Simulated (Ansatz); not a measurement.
Ansatz (a first-principles code) input (PBE/def2-SVP):

Ansatz 0.2 input:
```yaml
crystal:
  periodic: [false, false, false]
  atoms:
    - {symbol: Nb, position_ang: [-0.00000000, -0.00000000, -0.27558383]}
    - {symbol: O, position_ang: [0.00000000, 0.00000000, 1.41236713]}
basis:
  gaussian:
    orbitals: def2-SVP
hamiltonian:
  xc: {name: PBE}
magnetization: {spin_polarized: true, initial_magnetization: 3}
output: {forces: true}
```

From the last part of the output:

```
WARN ansatz: RAYON_NUM_THREADS=1 ignored (pool sized by the plan → 1); use --threads N
Functional definition: PBE
integrals: 0.01 GiB planned
420 factors; their error is unknown
mean field: 0.11 GiB planned
mean field evaluation 1: about -3585.0139 eV, gradient 4.5e1 eV
mean field evaluation 2: about -3401.0360 eV, gradient 1.6e2 eV
mean field evaluation 4: about -3592.1033 eV, gradient 1.4e1 eV
mean field evaluation 8: about -3593.2240 eV, gradient 3.8e-1 eV
mean field evaluation 16: about -3593.2161 eV, gradient 6.3e-5 eV
mean field evaluation 32: about -3591.7781 eV, gradient 6.3e-4 eV
mean field evaluation 64: about -3593.0467 eV, gradient 4.6e0 eV
mean field -3593.21606692 eV, -132.0482548899 hartree, gradient 4.5e-5 eV, S^2 3.770422; 8 other end points of the search recorded, 0 dependent functions left out
the calculation of the forces begins
reference -3593.21610758 eV, -132.0482563843 hartree; 12, 9 occupied and 33, 36 virtual orbitals, 420 factors
Total energy: -3593.21610758 eV, -132.0482563843 hartree
Atom 0 at    -0.000000    -0.000000    -0.275584 Å, force     0.000000     0.000000    -0.179905 eV/Å
Atom 1 at     0.000000     0.000000     1.412367 Å, force    -0.000000    -0.000000     0.179905 eV/Å
Dipole moment:     0.000000     0.000000    -0.683114 e Å
```
